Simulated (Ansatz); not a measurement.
A structure relaxed at PBE-D4/def2-SVP in Ansatz, charge 0, doublet:

```xyz
9

Tl   -0.7981   -1.6849    0.6553
Tl   -1.6259    0.7971   -1.9404
Tl   -0.7271    1.8469    1.7688
Tl    1.8740    0.2098   -0.5144
H    -0.6166   -3.4706    1.1426
H     1.3613    1.3312    0.9533
H     1.4094   -1.5593    0.0878
H     0.6654    0.5309   -1.9658
H    -1.5424    1.9988   -0.1871
```

Give its formula and point group.

the cluster Tl₄H₅. Point group Cs (tolerance 0.1 Å).

Summarise the bond lengths by kind (pairs closer than 1.2 times the sum of covalent radii, bridged metal pairs left out).

1 × Tl–Tl 3.48 Å; 4 × H–Tl 1.86 to 1.93 Å.

In the def2 sets Tl takes a core potential; there is no spin–orbit coupling. The relaxation made no stability test and no search for a lower SCF solution. Another isomer (doublet) lies 0.60 eV lower at PBE0-D4/def2-TZVP; other spin states weren't run for this one.
